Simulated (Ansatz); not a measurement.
The same ligand exchange along the group O, S, Te.

Gas-phase electronic energies from Ansatz, PBE0-D4/def2-TZVP geometries. CCSD(T)/CBS adds triple-zeta CCSD(T) − MP2 to the extrapolated MP2 energy (def2 sets, frozen cores). This one scheme is used for every species. DFT in def2-TZVPP. Elements past krypton have def2 core potentials. For As, Te outer-core shells are correlated without core-valence functions, which leaves a few kJ/mol of doubt a bond. Scalar relativity is left out up to krypton. One conformer a species, not always the lowest.

```tsv
reaction	CCSD(T)/CBS(def2) (kJ/mol)
`C#CO` + `N[AsH2]` → `N[AsH]O` + acetylene	-112
`C#CS` + `N[AsH2]` → `N[AsH]S` + acetylene	?
`C#C[TeH]` + `N[AsH2]` → `N[AsH][TeH]` + acetylene	-92
```

Fill in the missing values. (Best estimate.)

Ansatz gave: `C#CS` + `N[AsH2]` → `N[AsH]S` + acetylene: -76.5 kJ/mol.

Largest T1 diagnostic: 0.013, for `C#CS`.
